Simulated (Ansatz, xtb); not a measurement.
## C4H10GeSi: 3 structures ranked

3 gas-phase structures of C4H10GeSi, from a drawn sample of its isomers (lower ones may exist). Each was relaxed with GFN2-xTB; where two conformers were screened, the lower at r2SCAN-D4/def2-SVP//GFN2-xTB is listed:

A. `C=[CH][GeH]([SiH3])[CH]=C`, a singlet
B. `C=C[SiH2][GeH2][CH]=C`, a singlet
C. `C=C[SiH]([GeH3])C=C`, a singlet

Q: Make a reasoned guess at their ranking by r2SCAN-D4/def2-SVP//GFN2-xTB single-point energy.

A: Calculated order at r2SCAN-D4/def2-SVP//GFN2-xTB: C (0.0), B (3.4), A (6.3) kcal/mol.

Energies above the lowest of each column, in kcal/mol; the last columns are at r2SCAN-D4/def2-SVP geometries:

```json
{"structure": "C", "GFN2-xTB": "1.4", "HF/STO-3G": "0.0", "r2SCAN-D4/def2-SVP//GFN2-xTB": "0.0", "r2SCAN-D4/def2-SVP": "0.0", "CCSD(T)/def2-SVP + ΔMP2/def2-TZVPP": "0.0"}
{"structure": "B", "GFN2-xTB": "0.0", "HF/STO-3G": "3.9", "r2SCAN-D4/def2-SVP//GFN2-xTB": "3.4", "r2SCAN-D4/def2-SVP": "4.1", "CCSD(T)/def2-SVP + ΔMP2/def2-TZVPP": "3.1"}
{"structure": "A", "GFN2-xTB": "0.1", "HF/STO-3G": "4.1", "r2SCAN-D4/def2-SVP//GFN2-xTB": "6.3", "r2SCAN-D4/def2-SVP": "7.4", "CCSD(T)/def2-SVP + ΔMP2/def2-TZVPP": "5.3"}
```

CCSD(T)/def2-SVP + ΔMP2/def2-TZVPP puts C lowest; GFN2-xTB picks B. Flexible structures stand in one conformer each, not always the lowest. A keeps a small imaginary mode. ΔMP2 is the change of the MP2 energy from the smaller to the larger basis.

Programs: Ansatz 0.2.0, xtb 6.7.1.
